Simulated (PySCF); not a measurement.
A calculated (UHF, PySCF 2.14, x2c-SVPall, scalar relativity by spin-free X2C-1e) atom or ion has these occupied shells.

```json
{"shell": "1s", "electrons": "2", "orbital energy (eV)": "-24473.3", "rms radius, mean of both spins (bohr)": "0.0366"}
{"shell": "2s", "electrons": "2", "orbital energy (eV)": "-3656.3", "rms radius, mean of both spins (bohr)": "0.150"}
{"shell": "2p", "electrons": "6", "orbital energy (eV)": "-3273.8", "rms radius, mean of both spins (bohr)": "0.133"}
{"shell": "3s", "electrons": "2", "orbital energy (eV)": "-694.81", "rms radius, mean of both spins (bohr)": "0.403"}
{"shell": "3p", "electrons": "6", "orbital energy (eV)": "-565.34", "rms radius, mean of both spins (bohr)": "0.406"}
{"shell": "3d", "electrons": "10", "orbital energy (eV)": "-359.48", "rms radius, mean of both spins (bohr)": "0.389"}
{"shell": "4s", "electrons": "2", "orbital energy (eV)": "-104.47", "rms radius, mean of both spins (bohr)": "1.02"}
{"shell": "4p", "electrons": "6", "orbital energy (eV)": "-65.308", "rms radius, mean of both spins (bohr)": "1.13"}
{"shell": "4d", "electrons": "10", "orbital energy (eV)": "-8.923", "rms radius, mean of both spins (bohr)": "1.74"}
```

**Question.** Name the element and its charge.

**Answer.** Pd (palladium, neutral), in [Kr] 4d10, closed-shell 1S.
